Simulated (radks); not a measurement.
Valence configurations of the calcium ion Ca+ (all share [Ar]). All-electron calculation, non-relativistic Kohn-Sham, TPSS, spin-polarised, spherical densities, point nucleus; open shells are filled with parallel spins first; meta-GGA in the generalised Kohn-Sham scheme. Program: a radial shooting solver on a logarithmic mesh with Libxc functionals. Energies are relative to 4s1; eigenvalues in eV for spin up.

| valence | E (eV) | moment (Bohr magnetons) | e(3d) | e(4p) | e(4s) |
|---|---|---|---|---|---|
| 4s1 | 0.000 | 1 | - | - | -9.209 |
| 3d1 | 1.286 | 1 | -5.710 | - | - |
| 4p1 | 2.944 | 1 | - | -6.751 | - |
| 3d0.5 4s0.5 | 0.535 | 1 | -6.938 | - | -8.233 |
| 4s0.5 4p0.5 | 1.495 | 1 | - | -6.475 | -9.428 |

NIST lists [Ar] 4s1 as the ground configuration; this level of theory agrees among the configurations tried. The energies are those of spherical high-spin densities, not of single terms.
